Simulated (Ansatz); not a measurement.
Molecule: CH2NO, net charge 0, doublet state. It need not be the lowest isomer of its formula. 
Coordinates optimised at B3LYP-D3(BJ)/def2-TZVP (Ansatz, a program for electronic structure):
```
C
O 1 1.2022
N 1 1.3856 2 125.91
H 3 1.0255 1 111.59 2 -114.89
H 1 1.1150 2 122.69 3 174.84
```
Charge 0, spin multiplicity 2.

Property: atomisation energy (electronic, to ground-state atoms), in kJ/mol. Valence correlation only, unless marked. UHF or UKS for open shells. Spin-orbit coupling is left out. No relativistic terms. The coupled-cluster limit lacks core correlation, which all-electron functionals hold. Basis-set limits of correlation are two-point, X^-3; Hartree-Fock from the larger set. The bracket is a focal-point correction in the basis named.

```tsv
level	program	atomisation energy (kJ/mol)
HF/cc-pVTZ	Ansatz	1182.0
```

Task: Predict the RI-MP2/CBS(aug-cc-pVTZ,aug-cc-pVQZ)+[CCSD(T)-MP2]/aug-cc-pVTZ result (Ansatz).

Result: 1854.0 kJ/mol
